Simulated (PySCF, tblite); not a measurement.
Isomers of C2H8F2SSi2, one GFN2-xTB conformer each. Single-point energies are computed at PBE0/pcSseg-1 (PySCF, gas phase, no added dispersion term), electronic only.

Question: Rank them by PBE0/pcSseg-1 energy, lowest first (kJ/mol).
A. `[F:1][C@@H:2]([CH2:3][SiH3:4])[Si@@H:5]([F:6])[SH:7]` with F1–C2–C3–Si4 52°, F1–C2–Si5–F6 86°, C2–Si5–S7–H -153°
B. `[CH3:1][CH2:2][Si@H:3]([F:4])[S:5][SiH2:6][F:7]` with C1–C2–Si3–F4 -60°, C2–Si3–S5–Si6 169°, Si3–S5–Si6–F7 52°
C. `[F:1][CH:2]([F:3])[CH2:4][S:5][SiH2:6][SiH3:7]` with F1–C2–C4–S5 -79°, C2–C4–S5–Si6 78°, C4–S5–Si6–Si7 160°

Answer: B (0.0), A (283.2), C (443.2).

As drawn, the lowest has an Si–F bond and an Si–C bond, which the highest lacks; the highest has two fluorines on one carbon and an Si–Si bond, which the lowest lacks. GFN2-xTB itself gives, in the same order: 0.0, 270.2, 431.5. Both levels put the same isomer lowest; measured from each level's own lowest isomer, the values differ by up to 13.0 kJ/mol (F[C@@H](C[SiH3])[Si@@H](F)S: 270.2 against 283.2).

Question: Which frontier levels, dipoles and rotational constants go with these structures?

Answer: 
```
                     SMILES  HOMO (eV, PBE0/pcSseg-1)  LUMO (eV)  dipole (D)       A, B, C (MHz)
        CC[Si@H](F)S[SiH2]F                     -7.89      -0.36        1.31  3099, 731.1, 664.9
F[C@@H](C[SiH3])[Si@@H](F)S                     -7.90      -0.22        1.14  1848, 976.4, 720.8
        FC(F)CS[SiH2][SiH3]                     -7.20      -0.60        1.27  3915, 578.3, 523.5
```

Question: What happens when harmonic zero-point energies from GFN2-xTB frequencies are added?

Answer: 
```
                     SMILES  ZPE (kJ/mol)  electronic (kJ/mol)  with ZPE (kJ/mol)
        CC[Si@H](F)S[SiH2]F         257.9                  0.0                0.0
F[C@@H](C[SiH3])[Si@@H](F)S         238.6                283.2              263.9
        FC(F)CS[SiH2][SiH3]         238.5                443.2              423.8
```

The zero-point energies span 19.4 kJ/mol. The order is unchanged.
